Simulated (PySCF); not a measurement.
# Rb3N, singlet: data card

Computed with PBE0/[N def2-TZVP, Rb def2-TZVP with ECP28], scalar-relativistic core potentials, density fitting, no spin–orbit coupling, PySCF.

The structure is a minimum.

Coordinates in bohr (charge 0 multiplicity 1):
```
N     0.0000    0.0000    0.0000
Rb    0.0022    0.0000    4.8788
Rb    4.2241    0.0000   -2.4413
Rb   -4.2263    0.0000   -2.4375
```

- Point group: D3h
- Bond lengths: N–Rb 2.582 Å (×3), Rb–Rb 4.472 Å (×3)
- Bond angles: N–Rb–Rb 30.0° (×6), Rb–N–Rb 120.0° (×3), Rb–Rb–Rb 60.0° (×3)
- Principal quadrupole moments (Buckingham, traceless) about the centre of mass: -19.09, 9.54, 9.55 D Å
- Enthalpy at 298.15 K above 0 K: 19.96 kJ/mol
- Zero-point energy: 6.1 kJ/mol
- Rotational symmetry number: 6
- Principal polarisabilities: 372.6, 855.9, 856.2 bohr³
- Entropy at 298.15 K and 1 bar: 376.8 J/(mol K)
- Rotational constants: 0.01986, 0.01986, 0.009928 cm⁻¹
- Lowest empty level: -1.02 eV
- Heat capacity Cp at 298.15 K: 79.2 J/(mol K)
- Dipole moment: 0.00 D
- Atomisation energy without zero-point energy: 199 kJ/mol
- Highest occupied level: -2.26 eV

Harmonic modes (masses in u: N 14.003, Rb 84.912):
```json
{"symmetry": "e'", "ω (cm⁻¹)": "51", "IR (km/mol, summed over degenerate members)": "0.9"}
{"symmetry": "a2''", "ω (cm⁻¹)": "89", "IR (km/mol, summed over degenerate members)": "12.7"}
{"symmetry": "a1'", "ω (cm⁻¹)": "128", "IR (km/mol, summed over degenerate members)": "0.0"}
{"symmetry": "e'", "ω (cm⁻¹)": "350", "IR (km/mol, summed over degenerate members)": "1.0"}
```

In D3h the vibrations span 2e' + a2'' + a1'. The a1' mode carries no infrared intensity, as symmetry demands.

Charges (e):
```json
{"atom": "N1", "Mulliken": "-1.18", "Löwdin": "-0.84", "polar tensor": "-0.07", "Mayer order to N1": "–"}
{"atom": "Rb2,3,4", "Mulliken": "0.39", "Löwdin": "0.28", "polar tensor": "0.02", "Mayer order to N1": "0.84"}
```

Mulliken populations on N1: s 3.94, p 4.24, d 0.00, f 0.00.

Only a few start shapes were tried, so a lower isomer may exist. The small gap makes a closed-shell description doubtful.

The final relaxation and frequency run took roughly 100 core-seconds on a shared host.
